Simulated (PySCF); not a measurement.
r2SCANh on As (arsenic, neutral), [Ar] 3d10 4s2 4p2 4d1, one real determinant (an excited configuration). Calculation: PySCF 2.14, in x2c-QZVPPall with one added diffuse shell each of s, p, d, f type (12s9p6d5f1g, 113 functions); the spin-free X2C one-electron Hamiltonian (Gaussian nucleus).

```
cycle= 1 E= -2260.43587670857  delta_E= -0.0143  |g|= 0.0823  |ddm|= 0.537
cycle= 2 E= -2260.43566527988  delta_E= 0.000211  |g|= 0.0982  |ddm|= 0.395
cycle= 3 E= -2260.43599435332  delta_E= -0.000329  |g|= 0.00198  |ddm|= 0.163
cycle= 4 E= -2260.43599240567  delta_E= 1.95e-06  |g|= 0.000903  |ddm|= 0.0504
cycle= 5 E= -2260.43598808117  delta_E= 4.32e-06  |g|= 0.000389  |ddm|= 0.0286
cycle= 6 E= -2260.43598743526  delta_E= 6.46e-07  |g|= 1.31e-05  |ddm|= 0.00798
cycle= 7 E= -2260.43598743541  delta_E= -1.47e-10  |g|= 5.09e-06  |ddm|= 8.08e-05
converged SCF energy = -2260.43598743541  <S^2> = 3.7522987  2S+1 = 4.0011492
```

Highest occupied orbital energy: 0.228 eV; ⟨L²⟩ = 7.97; populations by l: s 8.01, p 14.00, d 10.99, f 0.00.

**Question.** Can this result be used?

**Answer.** Not for this state. Self-consistency was reached. ⟨L²⟩ = 7.97 against 12 for a pure F term, so this real determinant mixes terms. The outer electron is Rydberg-like, and this basis confines it to a smaller radius and binds it less than a complete one would. At r2SCANh the highest occupied level has a positive energy, so only the finite basis holds that electron; for this excited configuration the basis is too tight for the outer shell.
